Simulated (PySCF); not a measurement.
## Basis and Hamiltonian dependence of the excitation energy of Al

Al [Ne] 3s2 3p1 (2P) → Al [Ne] 3s2 3d1 (2D). Calculated with PySCF 2.14 from differences of total energies of unrestricted determinants, without spin-orbit coupling. Values in eV.

```json
{"basis": "aug-cc-pVDZ-DK", "Hamiltonian": "spin-free X2C", "functions": "27", "UHF": "4.958", "LDA": "4.523", "PBE0": "4.635", "MP2 (valence)": "4.960", "CCSD(T) (valence)": "4.338", "CCSD(T) (valence and next inner shell)": "n/a"}
{"basis": "aug-cc-pV(D+d)Z", "Hamiltonian": "non-relativistic", "functions": "32", "UHF": "4.993", "LDA": "4.510", "PBE0": "4.634", "MP2 (valence)": "4.986", "CCSD(T) (valence)": "4.308", "CCSD(T) (valence and next inner shell)": "n/a"}
{"basis": "aug-cc-pwCVDZ", "Hamiltonian": "non-relativistic", "functions": "36", "UHF": "4.948", "LDA": "4.498", "PBE0": "4.606", "MP2 (valence)": "4.950", "CCSD(T) (valence)": "4.310", "CCSD(T) (valence and next inner shell)": "4.351"}
{"basis": "def2-TZVPPD", "Hamiltonian": "non-relativistic", "functions": "48", "UHF": "4.548", "LDA": "4.200", "PBE0": "4.320", "MP2 (valence)": "4.589", "CCSD(T) (valence)": "4.195", "CCSD(T) (valence and next inner shell)": "4.234"}
{"basis": "aug-cc-pVTZ-DK", "Hamiltonian": "spin-free X2C", "functions": "50", "UHF": "4.403", "LDA": "4.125", "PBE0": "4.236", "MP2 (valence)": "4.416", "CCSD(T) (valence)": "4.132", "CCSD(T) (valence and next inner shell)": "n/a"}
{"basis": "x2c-TZVPPall with one added diffuse shell each of s, p, d type", "Hamiltonian": "spin-free X2C", "functions": "51", "UHF": "4.434", "LDA": "4.130", "PBE0": "4.247", "MP2 (valence)": "4.492", "CCSD(T) (valence)": "4.172", "CCSD(T) (valence and next inner shell)": "4.204"}
{"basis": "aug-cc-pV(T+d)Z", "Hamiltonian": "non-relativistic", "functions": "55", "UHF": "4.408", "LDA": "4.113", "PBE0": "4.231", "MP2 (valence)": "4.414", "CCSD(T) (valence)": "4.114", "CCSD(T) (valence and next inner shell)": "n/a"}
{"basis": "aug-cc-pCVTZ-DK", "Hamiltonian": "spin-free X2C", "functions": "75", "UHF": "4.398", "LDA": "4.109", "PBE0": "4.227", "MP2 (valence)": "4.408", "CCSD(T) (valence)": "n/a", "CCSD(T) (valence and next inner shell)": "n/a"}
{"basis": "aug-cc-pwCVTZ", "Hamiltonian": "non-relativistic", "functions": "75", "UHF": "4.406", "LDA": "4.109", "PBE0": "4.230", "MP2 (valence)": "4.413", "CCSD(T) (valence)": "4.113", "CCSD(T) (valence and next inner shell)": "4.158"}
{"basis": "dyall-av3z", "Hamiltonian": "spin-free X2C", "functions": "84", "UHF": "4.382", "LDA": "4.114", "PBE0": "4.228", "MP2 (valence)": "4.402", "CCSD(T) (valence)": "4.130", "CCSD(T) (valence and next inner shell)": "n/a"}
{"basis": "x2c-QZVPPall with one added diffuse shell each of s, p, d, f type", "Hamiltonian": "spin-free X2C", "functions": "86", "UHF": "4.334", "LDA": "4.076", "PBE0": "4.192", "MP2 (valence)": "4.373", "CCSD(T) (valence)": "4.108", "CCSD(T) (valence and next inner shell)": "4.140"}
{"basis": "dyall-acv3z", "Hamiltonian": "non-relativistic", "functions": "113", "UHF": "4.386", "LDA": "4.100", "PBE0": "4.220", "MP2 (valence)": "4.400", "CCSD(T) (valence)": "4.110", "CCSD(T) (valence and next inner shell)": "4.160"}
{"basis": "dyall-acv3z", "Hamiltonian": "spin-free X2C", "functions": "113", "UHF": "4.377", "LDA": "4.093", "PBE0": "4.213", "MP2 (valence)": "4.394", "CCSD(T) (valence)": "n/a", "CCSD(T) (valence and next inner shell)": "n/a"}
{"basis": "aug-cc-pV(Q+d)Z with one added diffuse shell each of s, p, d, f, g type", "Hamiltonian": "non-relativistic", "functions": "114", "UHF": "4.032", "LDA": "3.940", "PBE0": "4.058", "MP2 (valence)": "4.164", "CCSD(T) (valence)": "n/a", "CCSD(T) (valence and next inner shell)": "n/a"}
```

Frozen in the all-electron rows: valence: [Ne]; valence and next inner shell: 1s2.

At UHF, aug-cc-pVDZ-DK, aug-cc-pV(D+d)Z, aug-cc-pwCVDZ, aug-cc-pV(Q+d)Z with one added diffuse shell each of s, p, d, f, g type lie more than 0.3 eV from the median of the rows with comparable relativity.

Reference for a calculation without spin-orbit coupling: 4.012 eV (measured, between term centres; NIST).
